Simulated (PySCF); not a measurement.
Si(H)3(Et) (C2H8Si), SMILES CC[SiH3].

Geometry: PBE0-D3(BJ)/def2-SVP.

Level of theory: M06-2X/def2-TZVPD run with PySCF.

Gas-phase values at a fixed geometry.

Computed frontier levels, gap, dipole moment and polarisability:
```yaml
highest_occupied_level: -9.62 eV
lowest_empty_level: 0.49 eV
orbital_gap: 10.11 eV
dipole_moment: 0.78 D
quadrupole, principal values (traceless, Buckingham form, about the centre of nuclear charge): -0.87, 0.24, 0.63 D·Å
mean_static_polarisability: 55.4 bohr³ (8.21 Å³)
polarisability_principal_values: 50.3, 52.8, 63.1 bohr³
```
